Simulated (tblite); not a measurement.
Compound: C3H6O2Si.
Numbering: `[CH3:1][C@H:2]1[O:3][C:4](=[O:5])[SiH2:6]1` (hydrogens: H7, H8, H9 on C1; H10 on C2; H11, H12 on Si6)

Method: GFN2-xTB as coded in tblite; computed harmonic values from a numerical Hessian at the method's own geometry, unscaled. This tight-binding method is rough: wavenumbers can miss measured ones by several per cent, in bad cases by 10 to 20. Modes of hydrogen on silicon can be 10 to 20 % off.

Harmonic wavenumbers (cm⁻¹): 93.6, 196.7, 237.1, 325.2, 355.9, 393.7, 470.6, 545.6, 574.0, 580.9, 660.3, 685.1, 750.5, 926.9, 991.3, 1056.0, 1076.1, 1113.0, 1213.6, 1295.4, 1400.5, 1478.1, 1496.2, 1803.2, 2314.2, 2322.4, 2921.3, 3026.4, 3033.6, 3040.9.

A = 4588, B = 2537, C = 1823 MHz; mass 102.014 u (most abundant isotopes); point group C1, symmetry number 1.

Problem. What is the zero-point energy?

Solution. Half the sum of the wavenumbers: 18189 cm⁻¹ = 217.59 kJ/mol.

Problem. What is S at 500 K and 1 bar for an ideal gas of classical rigid rotors and harmonic oscillators?

Solution. Translation 177.28, rotation 119.91, vibration 116.11: S = 413.3 J/(mol K).

Problem. And Cp and H(500 K) − H(0)?

Solution. Cp = 162.27 J/(mol K), of which vibrations give 129.01 (their classical limit is 30 R = 249.4); H(500 K) − H(0) = 49.39 kJ/mol without the zero-point energy, 32.76 from vibrations.

Problem. How do the functions run with temperature in this model?

Solution. 
| T (K) | S (J/(mol K)) | Cp (J/(mol K)) | H − H(0) (kJ/mol) | G − H(0) (kJ/mol) | ln q(vib) |
| --- | --- | --- | --- | --- | --- |
| 50 | 223.1 | 39.4 | 1.76 | -9.40 | 0.07 |
| 100 | 254.4 | 53.3 | 4.06 | -21.39 | 0.42 |
| 298.15 | 341.6 | 115.9 | 20.99 | -80.85 | 2.94 |
| 373.15 | 369.8 | 135.4 | 30.44 | -107.54 | 4.09 |
| 750 | 486.6 | 198.9 | 94.89 | -270.06 | 9.94 |
| 1000 | 547.3 | 222.4 | 147.75 | -399.51 | 13.53 |

q(vib) and H(0) count from the zero-point level.

Problem. Blend soft modes into free rotors: weight 1/[1 + (100 cm⁻¹/ν̃)⁴] for the oscillator and the rest for a rotor with moment μB/(μ + B), μ = h/(8π²ν), B = 10⁻⁴⁴ kg m². What vibrational entropy results?

Solution. 113.22 J/(mol K) in place of 116.11, which changes −T·S at 500 K by +1.45 kJ/mol.

Problem. Which modes carry the vibrational entropy at 500 K?

Solution. 93.6 cm⁻¹: 19.25; 196.7 cm⁻¹: 13.16; 237.1 cm⁻¹: 11.65; 325.2 cm⁻¹: 9.16; 355.9 cm⁻¹: 8.47; 393.7 cm⁻¹: 7.71 J/(mol K); the other 24 give 46.71 together.

Problem. What must be added to the electronic energy to get the Gibbs energy at 500 K and 1 bar?

Solution. ZPE + [H(500 K) − H(0)] − T·S = 217.59 + 49.39 − 206.65 = 60.33 kJ/mol.

Hindered rotation and anharmonicity are outside this model. The structure is chiral; the term R ln 2 for an equal mix with its mirror image is left out.
